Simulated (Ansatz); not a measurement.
# Cost against result

Saddle point of Si2H10O2, closed shell (Si₂H₆ ([SiH3][SiH3]) + H₂O + H₂O → Si₂H₆O ([OH][SiH2][SiH3]) + H₂O + H₂; bonds formed: Si1–O7, H2–H8, H6–O9; bonds broken: Si1–H2, H6–O7, H8–O9), PBE0-D4/def2-TZVP structure:

Si1  (-0.273, -0.926, 0.291)
H2  (0.261, 0.597, 0.927)
H3  (-0.492, -2.227, -0.481)
H4  (-0.218, -1.454, 1.685)
Si5  (-2.208, 0.286, -0.214)
H6  (2.013, 0.158, -0.298)
O7  (1.249, -0.738, -0.637)
H8  (1.329, 1.030, 0.773)
O9  (2.340, 1.094, 0.329)
H10  (-2.614, 1.118, 0.955)
H11  (-1.883, 1.226, -1.330)
H12  (-3.376, -0.532, -0.652)
H13  (1.500, -1.522, -1.132)
H14  (2.371, 1.889, -0.216)
(Å)

Barriers are electronic and count from the start structure reached by relaxing down the imaginary mode.

Computed with Ansatz 0.2.0 (basis: as named in each row); correlated methods freeze the cores. B3LYP uses VWN-RPA correlation. Extrapolation: Hartree–Fock as exp(−7.88 √X), correlation as X^−2.97.

Times are rough, for one single point on 8 threads of a shared host (Arm Neoverse V1).

The estimate by CCSD(T) at an estimated basis limit (MP2 extrapolated from triple and quadruple zeta, plus CCSD(T) − MP2 in triple zeta) is 1.611 eV.

```csv
method,basis,time (s),barrier (eV),method less estimate
HF,STO-3G,under 1,2.526,0.915
PBE-D4,STO-3G,under 1,-0.193,-1.804
SPW92,def2-SVP,under 1,0.433,-1.178
PBE-D4,def2-SVP,under 1,1.022,-0.589
B3LYP-D4,6-31G,under 1,1.394,-0.217
PBE0-D4,def2-SVP,under 1,1.257,-0.354
SPW92,def2-TZVPP,under 1,0.570,-1.041
PBE-D4,def2-TZVPP,1,1.136,-0.475
BLYP-D4,def2-TZVPP,2,1.358,-0.253
B3LYP-D4,def2-TZVPP,2,1.474,-0.137
BHLYP-D4,def2-TZVPP,2,1.694,0.083
PBE0-D4,def2-TZVPP,2,1.318,-0.293
CAM-B3LYP-D4,def2-TZVPP,2,1.476,-0.135
wB97M-V,def2-SVP,2,1.414,-0.197
r2SCAN-D4,def2-TZVPP,3,1.216,-0.395
r2SCAN0-D4,def2-TZVPP,3,1.358,-0.253
CCSD(T),def2-SVP,4,1.748,0.137
RPA on PBE,def2-TZVPP,4,1.644,0.033
B2PLYP,def2-TZVPP,4,1.549,-0.062
PBE-QIDH,def2-TZVPP,4,1.462,-0.149
wB97X-V,def2-TZVPP,6,1.549,-0.062
wB97M-V,def2-TZVPP,6,1.527,-0.084
B97M-V,def2-TZVPP,6,1.374,-0.237
MP2,def2-QZVPP,21,1.522,-0.089
CCSD(T),def2-TZVPP,150,1.617,0.006
```

All methods are single points on the PBE0-D4 structures; a negative value means that the method puts the saddle structure below the start.

T1 diagnostic: at most 0.013.

Labels in which every atom is bracketed show which atoms are joined, not bond orders.
